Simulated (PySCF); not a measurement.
C₆H₁₁NSi.
Atom-mapped SMILES: `[CH3:1][N:2]([CH3:3])[C:4]1=[CH:5][SiH2:6][CH:7]=[CH:8]1` (hydrogens: H9, H10, H11 on C1; H12, H13, H14 on C3; H15 on C5; H16, H17 on Si6; H18 on C7; H19 on C8)

The same species was optimised twice, with GFN2-xTB and with PBE0-D3(BJ)/def2-SVP (PySCF), and the same property calculations (PySCF, gas phase) were run on both structures.

```json
{"coordinate": "C4–C8 (Å)", "GFN2-xTB": "1.470", "PBE0-D3(BJ)/def2-SVP": "1.495", "change": "+0.025"}
{"coordinate": "C5–Si6 (Å)", "GFN2-xTB": "1.864", "PBE0-D3(BJ)/def2-SVP": "1.848", "change": "-0.016"}
{"coordinate": "C4=C5 (Å)", "GFN2-xTB": "1.356", "PBE0-D3(BJ)/def2-SVP": "1.369", "change": "+0.013"}
{"coordinate": "C7=C8 (Å)", "GFN2-xTB": "1.333", "PBE0-D3(BJ)/def2-SVP": "1.345", "change": "+0.012"}
{"coordinate": "Si6–C7 (Å)", "GFN2-xTB": "1.886", "PBE0-D3(BJ)/def2-SVP": "1.877", "change": "-0.009"}
{"coordinate": "N2–C3 (Å)", "GFN2-xTB": "1.442", "PBE0-D3(BJ)/def2-SVP": "1.438", "change": "-0.004"}
{"coordinate": "N2–C4 (Å)", "GFN2-xTB": "1.381", "PBE0-D3(BJ)/def2-SVP": "1.378", "change": "-0.003"}
{"coordinate": "C1–N2 (Å)", "GFN2-xTB": "1.444", "PBE0-D3(BJ)/def2-SVP": "1.443", "change": "-0.001"}
{"coordinate": "C5–Si6–C7 (°)", "GFN2-xTB": "88.9", "PBE0-D3(BJ)/def2-SVP": "92.7", "change": "+3.8"}
{"coordinate": "Si6–C7–C8 (°)", "GFN2-xTB": "109.6", "PBE0-D3(BJ)/def2-SVP": "106.8", "change": "-2.8"}
{"coordinate": "C4–C5–Si6 (°)", "GFN2-xTB": "110.5", "PBE0-D3(BJ)/def2-SVP": "108.0", "change": "-2.5"}
{"coordinate": "C1–N2–C3 (°)", "GFN2-xTB": "112.9", "PBE0-D3(BJ)/def2-SVP": "114.6", "change": "+1.7"}
{"coordinate": "C1–N2–C4 (°)", "GFN2-xTB": "120.6", "PBE0-D3(BJ)/def2-SVP": "121.4", "change": "+0.8"}
{"coordinate": "C4–C8–C7 (°)", "GFN2-xTB": "116.5", "PBE0-D3(BJ)/def2-SVP": "117.3", "change": "+0.8"}
{"coordinate": "C5–C4–C8 (°)", "GFN2-xTB": "114.5", "PBE0-D3(BJ)/def2-SVP": "115.2", "change": "+0.7"}
{"coordinate": "C3–N2–C4 (°)", "GFN2-xTB": "118.1", "PBE0-D3(BJ)/def2-SVP": "117.5", "change": "-0.6"}
{"coordinate": "C1–N2–C4–C5 (°)", "GFN2-xTB": "142", "PBE0-D3(BJ)/def2-SVP": "148", "change": "+6"}
```

Rotational constants: A = 3767, B = 1127, C = 904.3 MHz (GFN2-xTB) against A = 3694, B = 1142, C = 904.0 MHz (PBE0-D3(BJ)/def2-SVP). Point groups within 0.08 Å: C1 and C1.

On the GFN2-xTB structure: HOMO (eV) -5.66 [PBE0/pcSseg-1]; LUMO (eV) -0.99 [PBE0/pcSseg-1]; dipole (D) 2.12 [PBE0/pcSseg-1]; GIAO shielding of C1/C3 (mean) (ppm) 145.7 [PBE0/pcSseg-1]; GIAO shielding of N2 (ppm) 179.7 [PBE0/pcSseg-1]; GIAO shielding of C4 (ppm) 16.9 [PBE0/pcSseg-1]; GIAO shielding of C5 (ppm) 101.4 [PBE0/pcSseg-1]; GIAO shielding of Si6 (ppm) 393.1 [PBE0/pcSseg-1]; GIAO shielding of C7 (ppm) 48.2 [PBE0/pcSseg-1]; GIAO shielding of C8 (ppm) 34.9 [PBE0/pcSseg-1].

**Question.** What do these properties become on the PBE0-D3(BJ)/def2-SVP structure?

**Answer.** 
```json
{"property": "HOMO (eV)", "level": "PBE0/pcSseg-1", "on GFN2-xTB": "-5.66", "on PBE0-D3(BJ)/def2-SVP": "-5.70", "change": "-0.04"}
{"property": "LUMO (eV)", "level": "PBE0/pcSseg-1", "on GFN2-xTB": "-0.99", "on PBE0-D3(BJ)/def2-SVP": "-1.06", "change": "-0.07"}
{"property": "dipole (D)", "level": "PBE0/pcSseg-1", "on GFN2-xTB": "2.12", "on PBE0-D3(BJ)/def2-SVP": "2.64", "change": "+0.52"}
{"property": "energy, GFN2-xTB geometry as zero (kcal/mol)", "level": "PBE0/pcSseg-1", "on GFN2-xTB": "0.0", "on PBE0-D3(BJ)/def2-SVP": "-1.6", "change": "-1.6"}
{"property": "GIAO shielding of C1/C3 (mean) (ppm)", "level": "PBE0/pcSseg-1", "on GFN2-xTB": "145.7", "on PBE0-D3(BJ)/def2-SVP": "144.8", "change": "-0.9"}
{"property": "GIAO shielding of N2 (ppm)", "level": "PBE0/pcSseg-1", "on GFN2-xTB": "179.7", "on PBE0-D3(BJ)/def2-SVP": "176.3", "change": "-3.4"}
{"property": "GIAO shielding of C4 (ppm)", "level": "PBE0/pcSseg-1", "on GFN2-xTB": "16.9", "on PBE0-D3(BJ)/def2-SVP": "15.6", "change": "-1.3"}
{"property": "GIAO shielding of C5 (ppm)", "level": "PBE0/pcSseg-1", "on GFN2-xTB": "101.4", "on PBE0-D3(BJ)/def2-SVP": "103.0", "change": "+1.6"}
{"property": "GIAO shielding of Si6 (ppm)", "level": "PBE0/pcSseg-1", "on GFN2-xTB": "393.1", "on PBE0-D3(BJ)/def2-SVP": "390.2", "change": "-2.9"}
{"property": "GIAO shielding of C7 (ppm)", "level": "PBE0/pcSseg-1", "on GFN2-xTB": "48.2", "on PBE0-D3(BJ)/def2-SVP": "45.5", "change": "-2.7"}
{"property": "GIAO shielding of C8 (ppm)", "level": "PBE0/pcSseg-1", "on GFN2-xTB": "34.9", "on PBE0-D3(BJ)/def2-SVP": "31.6", "change": "-3.3"}
```

The heavy atoms differ by 0.049 Å rms after alignment. Among bonds between heavy atoms C4–C8 changes most (+0.025 Å). Changes are differences of the printed values. Neither structure is proved a minimum here.

Conformer computed: `[CH3:1][N:2]([CH3:3])[C:4]1=[CH:5][SiH2:6][CH:7]=[CH:8]1`: C1–N2–C4–C5 148°.
